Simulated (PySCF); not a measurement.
VH2Cl2 (doublet state).
Bonds: V1–Cl4, V1–Cl5. Hydrogens: H2, H3 on V1.

A GFN2-xTB structure was refined with PySCF, PBE0-D3(BJ)/def2-SVP geometry optimisation, gas phase. Its GFN2-xTB values:

| coordinate | GFN2-xTB |
| --- | --- |
| V1–H2 | 1.506 Å |
| V1–Cl4 | 1.972 Å |
| V1–Cl5 | 1.971 Å |
| H2–V1–H3 | 94.0° |
| H2–V1–Cl4 | 105.4° |
| H3–V1–Cl4 | 105.4° |
| Cl4–V1–Cl5 | 134.1° |

How do these coordinates change at the PBE0-D3(BJ)/def2-SVP level?

| coordinate | PBE0-D3(BJ)/def2-SVP (Å or °) | change |
| --- | --- | --- |
| V1–Cl5 | 2.119 | +0.148 |
| V1–Cl4 | 2.119 | +0.147 |
| V1–H2 | 1.594 | +0.088 |
| Cl4–V1–Cl5 | 137.3 | +3.2 |
| H2–V1–H3 | 92.3 | -1.7 |
| H3–V1–Cl4 | 104.0 | -1.4 |
| H2–V1–Cl4 | 105.3 | -0.1 |

The energy falls by 14.8 kcal/mol over 8 energy and gradient evaluations, the largest force component goes from 0.0695 to 3.9e-04 Eh/bohr, and the atoms move by 0.112 Å rms after alignment. Among the bonds, V1–Cl4 and V1–Cl5 change most and about equally (+0.147 to +0.148 Å). Bonds longer at the end by more than 0.005 Å: 4 of 4; shorter: 0. Rotational constants go from 20950, 2169, 2004 to 20252, 1838, 1715 MHz.

The run used 77 basis functions and 74 SCF cycles in all.

No PBE0-D3(BJ)/def2-SVP frequencies stand behind this structure, so it isn't proved a minimum. ⟨S²⟩ = 0.773 (exact for a doublet: 0.75).

For an open-shell metal species like this, the optimisation's SCF solution wasn't tested for stability and no frequencies at its level were run, so a lower state or another shape may exist.
